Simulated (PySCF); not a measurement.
Ligand exchange on a metal centre used in film growth or etching (Zn Br-H). All species are isolated molecules in the gas phase.

The HOMO–LUMO gap from two functionals at the same geometries (BP86-D3(BJ)/def2-SVP), both in PySCF: PBE-D3(BJ)/def2-TZVP and TPSSh-D3(BJ)/def2-TZVP. 

```tsv
species	PBE-D3(BJ)/def2-TZVP (eV)
0 of 2 Br replaced by H ([Zn(Br)2])	4.57
1 of 2 Br replaced by H ([Zn(Br)(H)])	5.64
2 of 2 Br replaced by H ([Zn(H)2])	5.46
```

Q: What does TPSSh-D3(BJ)/def2-TZVP give for each?

A: 
- 0 of 2 Br replaced by H ([Zn(Br)2]): 5.67
- 1 of 2 Br replaced by H ([Zn(Br)(H)]): 6.73
- 2 of 2 Br replaced by H ([Zn(H)2]): 6.56
Over these rows, drawn at random from the members with no instability flagged (it was tested for open shells, ions and some series alone), PBE minus TPSSh-D3(BJ): mean -1.10 eV, from -1.10 eV to -1.09 eV.
